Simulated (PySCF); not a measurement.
## Orbital picture of GeF⁺

PW91 at R = 1.680 Å; Ge def2-TZVPPD, F def2-TZVPPD; no relativity (PySCF 2.14). State: ¹Σ⁺ (singlet), closed shell. Only the outer orbitals are listed, counted within each symmetry.

```json
{"orbital": "8σ", "occ.": "2", "ε (eV)": "-36.30", "on Ge (%)": "20", "main shells (%)": "79 F s, 13 Ge d"}
{"orbital": "9σ", "occ.": "2", "ε (eV)": "-20.83", "on Ge (%)": "57", "main shells (%)": "56 Ge s, 39 F p"}
{"orbital": "4π", "occ.": "2", "ε (eV)": "-17.55", "on Ge (%)": "9", "main shells (%)": "91 F p"}
{"orbital": "4π", "occ.": "2", "ε (eV)": "-17.55", "on Ge (%)": "9", "main shells (%)": "91 F p"}
{"orbital": "10σ", "occ.": "2", "ε (eV)": "-16.58", "on Ge (%)": "61", "main shells (%)": "40 Ge s, 37 F p, 19 Ge p"}
{"orbital": "5π", "occ.": "0", "ε (eV)": "-10.88", "on Ge (%)": "95", "main shells (%)": "94 Ge p"}
{"orbital": "5π", "occ.": "0", "ε (eV)": "-10.88", "on Ge (%)": "95", "main shells (%)": "94 Ge p"}
{"orbital": "11σ", "occ.": "0", "ε (eV)": "-7.46", "on Ge (%)": "101", "main shells (%)": "83 Ge p, 11 Ge d"}
```

**Question.** Which are the highest filled and the lowest empty level, where do they sit, and how wide is the gap?

**Answer.** Highest filled 10σ at -16.58 eV (in %: 40 Ge s, 37 F p, 19 Ge p); lowest empty 5π at -10.88 eV (in %: 94 Ge p); the gap at PW91 is 5.70 eV.

```
bond order (Mayer)                                                                                                : 1.23
⟨S²⟩                                                                                                              : 0.000
charge on Ge (Mulliken, basis-dependent)                                                                          : 1.11
charge on Ge (Löwdin, basis-dependent)                                                                            : 1.34
dipole moment (positive dipole points towards F; it is taken about the centre of mass and depends on that origin) : -2.56 D
```

Shares are Mulliken populations and can fall outside 0 to 100 %.
